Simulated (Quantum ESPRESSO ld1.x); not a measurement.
Q: These are the eigenvalues of the occupied orbitals of an atom or ion with whole-number occupations (eV). Method: scalar-relativistic Kohn-Sham, LDA (Slater exchange, VWN5 correlation), spin-polarised, spherical densities, point nucleus; computed with ld1.x of Quantum ESPRESSO 7.5.

1s up: -31602.1
1s down: -31602.1
2s up: -4855.21
2s down: -4854.87
2p up: -4361.88
2p down: -4361.60
3s up: -972.697
3s down: -972.448
3p up: -812.353
3p down: -812.085
3d up: -569.318
3d down: -568.980
4s up: -171.831
4s down: -170.797
4p up: -121.714
4p down: -120.681
4d up: -48.3929
4d down: -47.3810
5s up: -17.5329
5s down: -16.7742
5p up: -7.4519
5p down: -6.8173

Which element is it, and in what charge state? The configuration may be excited. Open shells, if any, are filled with parallel spins first.

A: Z = 52, tellurium, charge 0: Te in [Kr] 4d9 5s2 5p5. The list shows which subshells hold electrons but not how many an open one holds; the 1s level, -1161.4 hartree, gives Z - s = 48.2 by -(Z - s)^2/2, which with screening and relativity narrows Z to a few neighbours, and the depths of the outer levels then fix element, charge and occupations together.
